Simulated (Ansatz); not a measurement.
A nudged elastic band was laid between two geometries of AlF$_{3}$H$_{2}$ (6 atoms, charge 0, multiplicity 1).

Level of theory: RKS B3LYP/def2-SVP (Ansatz).

```yaml
movable_images: 5
climbing_image: yes
spring: 5.0 eV/Å²
optimiser: quadratic models (default)
start_path: straight line
force_threshold: 0.05 eV/Å
iteration_limit: 60
end_points: relaxed
```

Image 0:

```xyz
6
Properties=species:S:1:pos:R:3
Al 0.005 0.072 0.103
H 0.002 0.634 1.576
F 1.423 0.081 -0.768
F -1.426 0.009 -0.746
F 0.058 -1.850 0.753
H 0.066 -1.845 1.693
```

Image 6:

```xyz
6
Properties=species:S:1:pos:R:3
Al 0.020 -0.631 -0.202
H 0.011 0.237 1.784
F 1.421 0.151 -0.590
F -1.423 0.083 -0.565
F 0.063 -2.222 0.250
H 0.036 -0.515 1.934
```

What changes between the two ends?

Bonds broken: Al1–H2, F5–H6. Bonds formed: H2–H6. AlF3H2 becomes AlF3 + H2.

What energy profile does the band end with?

The run converged. The highest image is number 3 of 0 to 6, 0.182 eV above the first end and 1.224 eV above the last; the last end lies 1.042 eV below the first. Another band between the same ends (5 images) ends at a top of the same energy, where a vibrational analysis finds 1 clearly imaginary mode. The orbitals stay closed-shell, which can raise the energy where a bond breaks towards radicals; this wasn't checked here.

| image | path coordinate (Å) | energy (eV) | Al1–H2 (Å) | F5–H6 (Å) | H2–H6 (Å) |
| --- | --- | --- | --- | --- | --- |
| 0 | 0.00 | 0.000 | 1.58 | 0.94 | 2.48 |
| 1 | 0.32 | 0.023 | 1.59 | 0.95 | 2.04 |
| 2 | 0.65 | 0.090 | 1.61 | 0.97 | 1.61 |
| 3 | 0.97 | 0.182 | 1.68 | 1.08 | 1.21 |
| 4 | 1.37 | -0.408 | 1.85 | 1.49 | 0.86 |
| 5 | 1.78 | -0.950 | 2.08 | 1.94 | 0.77 |
| 6 | 2.18 | -1.042 | 2.17 | 2.40 | 0.77 |

What is the geometry of the highest image?


```xyz
6
Properties=species:S:1:pos:R:3:forces:R:3
Al 0.008 -0.169 0.029 0.02 0.03 -0.03
H 0.017 0.048 1.695 -0.01 -0.01 0.00
F 1.430 0.169 -0.747 0.01 0.00 0.01
F -1.439 0.103 -0.727 -0.02 -0.01 0.02
F 0.064 -1.890 0.780 -0.01 -0.03 0.01
H 0.048 -1.159 1.581 0.01 0.01 -0.01
```

The band took 9 iterations and roughly 80 core-seconds.

The run took 79 s on 1 thread of Arm Neoverse V2 (shared host), peak memory 0.12 GiB.
